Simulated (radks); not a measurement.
Values are calculated unless marked as measured or tabulated.
Dispersion coefficients C6 (hartree bohr^6) between ground-configuration atoms and ions, from the Casimir-Polder integral (3/pi) of alpha_A(iw) alpha_B(iw). Level of theory: scalar-relativistic Kohn-Sham, LB94 model potential, spin-polarised, spherical densities, finite nucleus; open shells are filled with parallel spins first (spin-orbit coupling, left out, can overturn this in heavy ions); Fermi nuclear charge, rms radius of each element as measured or else 0.836 A^(1/3) + 0.57 fm (a radial shooting solver on a logarithmic mesh with Libxc functionals). Response by self-consistent Sternheimer equations with the Hartree and adiabatic LDA kernel, the relativistic mass of each level held fixed and spin-orbit coupling left out. For heavy and open-shell atoms this level of theory can miss by tens of per cent.

C6       Xe    Cs+   Ba2+   La3+   Ce4+   Pr5+   Nd6+   Pm7+   Sm8+
Xe    284.1
Cs+   196.1  138.2
Ba2+  145.3  103.9  78.96
La3+  112.6  81.38  62.41  49.67
Ce4+  89.98  65.64  50.69  40.58  33.31
Pr5+  73.61  54.09  42.02  33.80  27.86  23.39
Nd6+  58.93  43.43  33.82  27.27  22.53  18.95  15.38
Pm7+  48.22  35.67  27.88  22.55  18.67  15.75  12.80  10.67
Sm8+  39.40  29.25  22.92  18.59  15.43  13.04  10.62  8.867  7.381

Static polarisabilities (bohr^3): Xe ([Xe]) 27.03, Cs+ ([Xe]) 15.98, Ba2+ ([Xe]) 10.74, La3+ ([Xe]) 7.761, Ce4+ ([Xe]) 5.887, Pr5+ ([Xe]) 4.621, Nd6+ ([Kr] 4d10 4f2 5s2 5p4) 3.654, Pm7+ ([Kr] 4d10 4f3 5s2 5p3) 2.932, Sm8+ ([Kr] 4d10 4f4 5s2 5p2) 2.358. The combination rule 2 Ca Cb / ((alpha_b/alpha_a) Ca + (alpha_a/alpha_b) Cb) gives 81.03 for La3+-Cs+, against 81.38 from the integral.
